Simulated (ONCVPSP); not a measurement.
Configuration tests for cobalt (Co) (ONCV)

```json
{
  "Element": "Co",
  "Generator": "ONCVPSP 4.0.1",
  "Type": "optimised norm-conserving Vanderbilt (ONCV)",
  "Functional": "PBE",
  "Relativity": "fully relativistic",
  "Frozen core": "[Ne]",
  "Valence charge": "17",
  "Reference configuration": "3s2 3p6 3d7 4s2",
  "Partial waves": "3s+4s: rc 1.50 bohr, ncon 4, nbas 8, qcut 10 1/bohr, 2 projectors; 3p: rc 1.35 bohr, ncon 4, nbas 7, qcut 12.2 1/bohr, 1 projector; 3d: rc 1.15 bohr, ncon 3, nbas 8, qcut 11.8 1/bohr, 2 projectors, debl 2.4 Ha",
  "Local potential": "polynomial inside 0.95 bohr (lpopt 5, dvloc0 0 Ha)",
  "Core correction": "Teter function, fcfact 2, rcfact 1.3"
}
```

Open shells are filled in proportion to 2j + 1.

Energies are relative to the spin-unpolarised reference configuration 3s2 3p6 3d7 4s2; without spin polarisation the order of configurations can differ from experiment.

(1) Give the all-electron excitation energy and the error of the potential for: 3s2 3p6 3d7 4s1; 3s2 3p6 3d7 4s0; 3s2 3p6 3d6 4s0; 3s2 3p5 3d7 4s2.

Results:

(1)

| valence configuration | charge | ΔE all-electron (eV) | error AE − PS (meV) |
| --- | --- | --- | --- |
| 3s2 3p6 3d7 4s1 | +1 | 9.031 | +0.6 |
| 3s2 3p6 3d7 4s0 | +2 | 25.816 | +2.6 |
| 3s2 3p6 3d6 4s0 | +3 | 61.685 | +1.1 |
| 3s2 3p5 3d7 4s2 | +1 | 73.538 | -22 |
